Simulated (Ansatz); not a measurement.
Ansatz (a program for electronic structure) job for H6HfO4Sn, SMILES [OH][Hf]([O][SnH3])([OH])[OH], multiplicity 1, B3LYP-D3(BJ)/def2-SVP. 

Ansatz 0.2 input:
```yaml
crystal:
  periodic: [false, false, false]
  atoms:
    - {symbol: O, position_ang: [0.79767769, -0.34752551, -0.91492213]}
    - {symbol: Hf, position_ang: [-0.94780795, -0.25143484, -0.26884504]}
    - {symbol: O, position_ang: [-1.22797637, -1.98909870, 0.32435596]}
    - {symbol: H, position_ang: [-0.42187504, -2.51810414, 0.28420579]}
    - {symbol: O, position_ang: [-2.22346448, 0.44767849, -1.43090404]}
    - {symbol: H, position_ang: [-2.93067093, -0.15951420, -1.67393020]}
    - {symbol: O, position_ang: [-0.82794453, 1.09200418, 1.05022196]}
    - {symbol: H, position_ang: [-1.20862681, 1.91717393, 0.72410114]}
    - {symbol: Sn, position_ang: [1.87804189, 0.46692396, 0.50578195]}
    - {symbol: H, position_ang: [1.85760344, 2.14111527, 0.41755423]}
    - {symbol: H, position_ang: [3.38776428, -0.09742836, 0.04964967]}
    - {symbol: H, position_ang: [1.50954378, -0.15059946, 2.03615052]}
basis:
  gaussian:
    orbitals: def2-SVP
hamiltonian:
  xc: b3lyp
  dispersion: d3bj
relax: {f_tol: 0.002, max_steps: 200}
```

Output:

```
WARN ansatz: RAYON_NUM_THREADS=2 ignored (pool sized by the plan → 2); use --threads N
Functional definition: B3LYP
integrals: 0.15 GiB planned
1590 factors; integrals over basis functions are off by at most 3.5e-4 eV
mean field: 0.98 GiB planned
mean field evaluation 1: about -15404.4405 eV, gradient 1.1e2 eV
mean field evaluation 2: about -15335.8699 eV, gradient 2.1e2 eV
mean field evaluation 4: about -15424.0325 eV, gradient 2.0e1 eV
mean field evaluation 8: about -15424.8126 eV, gradient 7.2e-1 eV
mean field evaluation 16: about -15424.8139 eV, gradient 4.9e-5 eV
mean field -15424.81389983 eV, -566.8514555045 hartree, gradient 4.9e-5 eV, S^2 0.000000; 0 other end points of the search recorded, 0 dependent functions left out
the calculation of the forces begins
reference -15424.81425820 eV, -566.8514686743 hartree; 36, 36 occupied and 108, 108 virtual orbitals, 1590 factors
relax step   1: F+E_penalty+E_count = -15425.34859785 eV  Δ(F+E_penalty+E_count) = +0.000e0 eV  max|allowed force component| = 3.632e0 eV/Å  Δτ_max = 0.0000 Å  (28 SCF iters, accepted)
these checks for a lower state are left out or cut short: starts, cluster_reference, orbital_swaps, neighbouring_geometries, increment
integrals: 0.15 GiB planned
1590 factors; integrals over basis functions are off by at most 3.7e-4 eV
mean field: 0.98 GiB planned
mean field -15426.08065888 eV, -566.8980080408 hartree, gradient 2.1e-5 eV, S^2 0.000000; 0 other end points of the search recorded, 0 dependent functions left out
the calculation of the forces begins
reference -15426.08102235 eV, -566.8980213981 hartree; 36, 36 occupied and 108, 108 virtual orbitals, 1590 factors
relax step   2: F+E_penalty+E_count = -15426.58737242 eV  Δ(F+E_penalty+E_count) = -1.239e0 eV  max|allowed force component| = 6.134e-1 eV/Å  Δτ_max = 0.1911 Å  (37 SCF iters, accepted)
these checks for a lower state are left out or cut short: starts, cluster_reference, orbital_swaps, neighbouring_geometries, increment
integrals: 0.15 GiB planned
1590 factors; integrals over basis functions are off by at most 3.7e-4 eV
mean field: 0.98 GiB planned
mean field evaluation 32: about -15426.3428 eV, gradient 1.4e-5 eV
mean field -15426.34281348 eV, -566.9076420445 hartree, gradient 1.7e-5 eV, S^2 0.000000; 0 other end points of the search recorded, 0 dependent functions left out
the calculation of the forces begins
reference -15426.34318399 eV, -566.9076556607 hartree; 36, 36 occupied and 108, 108 virtual orbitals, 1590 factors
relax step   3: F+E_penalty+E_count = -15426.82839232 eV  Δ(F+E_penalty+E_count) = -2.410e-1 eV  max|allowed force component| = 4.962e-1 eV/Å  Δτ_max = 0.1932 Å  (31 SCF iters, accepted)
these checks for a lower state are left out or cut short: starts, cluster_reference, orbital_swaps, neighbouring_geometries, increment
integrals: 0.15 GiB planned
1590 factors; integrals over basis functions are off by at most 3.8e-4 eV
mean field: 0.98 GiB planned
mean field -15426.51423539 eV, -566.9139416836 hartree, gradient 2.3e-5 eV, S^2 0.000000; 0 other end points of the search recorded, 0 dependent functions left out
the calculation of the forces begins
reference -15426.51461010 eV, -566.9139554540 hartree; 36, 36 occupied and 108, 108 virtual orbitals, 1590 factors
relax step   4: F+E_penalty+E_count = -15426.98787254 eV  Δ(F+E_penalty+E_count) = -1.595e-1 eV  max|allowed force component| = 3.094e-1 eV/Å  Δτ_max = 0.2000 Å  (36 SCF iters, accepted)
these checks for a lower state are left out or cut short: starts, cluster_reference, orbital_swaps, neighbouring_geometries, increment
integrals: 0.15 GiB planned
1590 factors; integrals over basis functions are off by at most 4.0e-4 eV
mean field: 0.97 GiB planned
mean field -15426.63229375 eV, -566.9182802484 hartree, gradient 2.3e-5 eV, S^2 0.000000; 0 other end points of the search recorded, 0 dependent functions left out
the calculation of the forces begins
reference -15426.63267133 eV, -566.9182941243 hartree; 36, 36 occupied and 108, 108 virtual orbitals, 1590 factors
relax step   5: F+E_penalty+E_count = -15427.09235684 eV  Δ(F+E_penalty+E_count) = -1.045e-1 eV  max|allowed force component| = 2.326e-1 eV/Å  Δτ_max = 0.1999 Å  (36 SCF iters, accepted)
these checks for a lower state are left out or cut short: starts, cluster_reference, orbital_swaps, neighbouring_geometries, increment
integrals: 0.15 GiB planned
1590 factors; integrals over basis functions are off by at most 4.2e-4 eV
[...]
mean field: 0.97 GiB planned
mean field -15426.89086943 eV, -566.9277827293 hartree, gradient 2.3e-5 eV, S^2 0.000000; 0 other end points of the search recorded, 0 dependent functions left out
the calculation of the forces begins
reference -15426.89126102 eV, -566.9277971201 hartree; 36, 36 occupied and 108, 108 virtual orbitals, 1590 factors
relax step  72: F+E_penalty+E_count = -15427.30817194 eV  Δ(F+E_penalty+E_count) = -4.322e-5 eV  max|allowed force component| = 5.513e-3 eV/Å  Δτ_max = 0.0233 Å  (31 SCF iters, accepted)
these checks for a lower state are left out or cut short: starts, cluster_reference, orbital_swaps, neighbouring_geometries, increment
integrals: 0.15 GiB planned
1590 factors; integrals over basis functions are off by at most 5.8e-4 eV
mean field: 0.97 GiB planned
mean field evaluation 512: about -15426.8448 eV, gradient 3.6e-3 eV
mean field -15426.89084587 eV, -566.9277818634 hartree, gradient 2.3e-5 eV, S^2 0.000000; 0 other end points of the search recorded, 0 dependent functions left out
the calculation of the forces begins
reference -15426.89123723 eV, -566.9277962456 hartree; 36, 36 occupied and 108, 108 virtual orbitals, 1590 factors
relax step  73: F+E_penalty+E_count = -15427.30811156 eV  Δ(F+E_penalty+E_count) = +6.038e-5 eV  max|allowed force component| = 1.686e-2 eV/Å  Δτ_max = 0.0246 Å  (32 SCF iters, rejected (line search))
these checks for a lower state are left out or cut short: starts, cluster_reference, orbital_swaps, neighbouring_geometries, increment
integrals: 0.15 GiB planned
1590 factors; integrals over basis functions are off by at most 5.8e-4 eV
mean field: 0.97 GiB planned
mean field -15426.89086802 eV, -566.9277826776 hartree, gradient 2.3e-5 eV, S^2 0.000000; 0 other end points of the search recorded, 0 dependent functions left out
the calculation of the forces begins
reference -15426.89125945 eV, -566.9277970625 hartree; 36, 36 occupied and 108, 108 virtual orbitals, 1590 factors
relax step  74: F+E_penalty+E_count = -15427.30818918 eV  Δ(F+E_penalty+E_count) = -1.724e-5 eV  max|allowed force component| = 3.881e-3 eV/Å  Δτ_max = 0.0118 Å  (32 SCF iters, accepted)
these checks for a lower state are left out or cut short: starts, cluster_reference, orbital_swaps, neighbouring_geometries, increment
integrals: 0.15 GiB planned
1590 factors; integrals over basis functions are off by at most 5.8e-4 eV
mean field: 0.97 GiB planned
mean field -15426.89090918 eV, -566.9277841902 hartree, gradient 2.3e-5 eV, S^2 0.000000; 0 other end points of the search recorded, 0 dependent functions left out
the calculation of the forces begins
reference -15426.89130049 eV, -566.9277985704 hartree; 36, 36 occupied and 108, 108 virtual orbitals, 1590 factors
relax step  75: F+E_penalty+E_count = -15427.30821557 eV  Δ(F+E_penalty+E_count) = -2.639e-5 eV  max|allowed force component| = 1.220e-3 eV/Å  Δτ_max = 0.0124 Å  (32 SCF iters, accepted)
these checks for a lower state are left out or cut short: starts, cluster_reference, orbital_swaps, neighbouring_geometries, increment
integrals: 0.15 GiB planned
1590 factors; integrals over basis functions are off by at most 5.8e-4 eV
mean field: 0.97 GiB planned
mean field -15426.89093856 eV, -566.9277852697 hartree, gradient 2.3e-5 eV, S^2 0.000000; 0 other end points of the search recorded, 0 dependent functions left out
the calculation of the forces begins
reference -15426.89132964 eV, -566.9277996419 hartree; 36, 36 occupied and 108, 108 virtual orbitals, 1590 factors
relax step  76: F+E_penalty+E_count = -15427.30824128 eV  Δ(F+E_penalty+E_count) = -2.571e-5 eV  max|allowed force component| = 3.067e-3 eV/Å  Δτ_max = 0.0187 Å  (32 SCF iters, accepted)
these checks for a lower state are left out or cut short: starts, cluster_reference, orbital_swaps, neighbouring_geometries, increment
integrals: 0.15 GiB planned
1590 factors; integrals over basis functions are off by at most 5.8e-4 eV
mean field: 0.97 GiB planned
mean field evaluation 544: about -15426.8909 eV, gradient 2.4e-5 eV
mean field -15426.89091520 eV, -566.9277844115 hartree, gradient 2.3e-5 eV, S^2 0.000000; 0 other end points of the search recorded, 0 dependent functions left out
the calculation of the forces begins
reference -15426.89130598 eV, -566.9277987722 hartree; 36, 36 occupied and 108, 108 virtual orbitals, 1590 factors
relax step  77: F+E_penalty+E_count = -15427.30825153 eV  Δ(F+E_penalty+E_count) = -1.025e-5 eV  max|allowed force component| = 9.492e-3 eV/Å  Δτ_max = 0.0278 Å  (31 SCF iters, accepted)
these checks for a lower state are left out or cut short: starts, cluster_reference, orbital_swaps, neighbouring_geometries, increment
integrals: 0.15 GiB planned
1590 factors; integrals over basis functions are off by at most 5.8e-4 eV
mean field: 0.97 GiB planned
mean field -15426.89093632 eV, -566.9277851874 hartree, gradient 2.3e-5 eV, S^2 0.000000; 0 other end points of the search recorded, 0 dependent functions left out
the calculation of the forces begins
reference -15426.89132687 eV, -566.9277995399 hartree; 36, 36 occupied and 108, 108 virtual orbitals, 1590 factors
relax step  78: F+E_penalty+E_count = -15427.30820105 eV  Δ(F+E_penalty+E_count) = +5.048e-5 eV  max|allowed force component| = 1.885e-2 eV/Å  Δτ_max = 0.0401 Å  (31 SCF iters, rejected (line search))
these checks for a lower state are left out or cut short: starts, cluster_reference, orbital_swaps, neighbouring_geometries, increment
integrals: 0.15 GiB planned
1590 factors; integrals over basis functions are off by at most 5.8e-4 eV
mean field: 0.97 GiB planned
mean field -15426.89098095 eV, -566.9277868276 hartree, gradient 2.3e-5 eV, S^2 0.000000; 0 other end points of the search recorded, 0 dependent functions left out
the calculation of the forces begins
reference -15426.89137157 eV, -566.9278011827 hartree; 36, 36 occupied and 108, 108 virtual orbitals, 1590 factors
relax step  79: F+E_penalty+E_count = -15427.30829752 eV  Δ(F+E_penalty+E_count) = -4.599e-5 eV  max|allowed force component| = 1.766e-3 eV/Å  Δτ_max = 0.0198 Å  (32 SCF iters, accepted)
integrals: 0.15 GiB planned
1590 factors; integrals over basis functions are off by at most 5.8e-4 eV
mean field: 0.97 GiB planned
mean field evaluation 576: about -15426.8910 eV, gradient 1.0e-4 eV
mean field -15426.89098095 eV, -566.9277868276 hartree, gradient 2.3e-5 eV, S^2 0.000000; 1 other end points of the search recorded, 0 dependent functions left out
the calculation of the forces begins
reference -15426.89137157 eV, -566.9278011827 hartree; 36, 36 occupied and 108, 108 virtual orbitals, 1590 factors
Total energy: -15427.30868815 eV, -566.9431372840 hartree
Atom 0 at     0.698616     0.203118     0.147010 Å, force    -0.000123    -0.000257    -0.000456 eV/Å
Atom 1 at    -1.199068    -0.205566     0.002502 Å, force    -0.000640    -0.000185     0.000059 eV/Å
Atom 2 at    -1.517942    -1.965021     0.765826 Å, force     0.000161     0.000433     0.000132 eV/Å
Atom 3 at    -1.711829    -2.825154     1.134607 Å, force    -0.000067    -0.000084     0.000014 eV/Å
Atom 4 at    -1.700212    -0.187335    -1.875924 Å, force     0.000675    -0.000149    -0.000199 eV/Å
Atom 5 at    -1.978556    -0.188588    -2.790225 Å, force    -0.000428    -0.000073     0.000254 eV/Å
Atom 6 at    -2.203500     1.142658     0.978952 Å, force     0.000071     0.000099     0.000174 eV/Å
Atom 7 at    -2.729545     1.788169     1.448023 Å, force     0.000136    -0.000106    -0.000371 eV/Å
Atom 8 at     2.630962     0.618661     0.294988 Å, force    -0.000080     0.000568     0.000862 eV/Å
Atom 9 at     2.752285     2.195503     0.969045 Å, force     0.000419    -0.000475    -0.001037 eV/Å
Atom 10 at     3.280154     0.547970    -1.295359 Å, force    -0.000245     0.000611     0.001766 eV/Å
Atom 11 at     3.320901    -0.573224     1.323975 Å, force     0.000121    -0.000381    -0.001198 eV/Å
Dipole moment:     0.051396     0.010589     0.003620 e Å
```

The run converged.
